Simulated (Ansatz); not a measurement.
Isolated molecules relaxed with PBE0-D4/def2-TZVP in Ansatz; ΔE leaves out vibrations. CBS: MP2 limit from def2 TZ/QZ plus the TZ coupled-cluster correction, frozen cores. This one scheme is used for every species. Functionals use def2-TZVPP. For Se outer-core shells are correlated without core-valence functions, which leaves a few kJ/mol of doubt a bond. Scalar relativity is left out up to krypton. Each species was taken in one conformer, which may not be the lowest.

`[OH][Al]([OH])[SeH]` + PH₃ → `P[SeH]` + `[OH][AlH][OH]`  (ligand exchange at the Se–Al bond)

`[OH][Al]([OH])[SeH]`:

Z-matrix (Å, degrees):
```
Al
O 1 1.684
Se 1 2.319 2 119.7
O 1 1.685 2 116.9 3 179.9
H 2 0.955 1 124.3 3 0.2
H 3 1.469 1 91.8 2 180.0
H 4 0.954 1 124.4 2 -180.0
```

PH₃:

Z-matrix (Å, degrees):
```
P
H 1 1.420
H 1 1.420 2 93.1
H 1 1.420 2 93.1 3 93.3
```

`P[SeH]`:

```xyz
5

P    -0.252   -0.006    0.821
Se    0.637    0.050   -1.259
H    -1.022   -1.184    0.640
H    -1.356    0.845    0.551
H     1.993    0.295   -0.753
```

`[OH][AlH][OH]`:

```xyz
6

O    -1.447   -0.403    0.143
Al    0.160   -0.407   -0.384
O     1.332    0.698    0.134
H    -1.840    0.205    0.766
H     0.591   -1.503   -1.415
H     1.205    1.411    0.756
```

```tsv
species	r2SCANh energy (Eh)
`[OH][Al]([OH])[SeH]`	-2796.35772
PH₃	-343.11886
`P[SeH]`	-2744.67978
`[OH][AlH][OH]`	-394.75848
```

Task: Work out ΔE.

Result: ΔE = (-2744.67978) + (-394.75848) − (-2796.35772) − (-343.11886) = 0.03832 Eh = +100.6 kJ/mol. CCSD(T)/CBS gives +99.9 kJ/mol.

Largest T1 diagnostic among the species: 0.013.

At CCSD(T), def2-SVP lies +6.8 kJ/mol from the extrapolated value and def2-TZVPP +2.7 kJ/mol. From PBE to PBE0 (25 % exact exchange), in def2-TZVPP and without D4, ΔE moves by +5.3 kJ/mol. Leaving LDA and LC-ωPBE aside and taking each functional with its dispersion term where it has one, the values, not all of them listed here, spread over 14.4 kJ/mol, from B97M-V to r2SCAN0-D4. LDA lies +3.0 kJ/mol from PBE without D4.
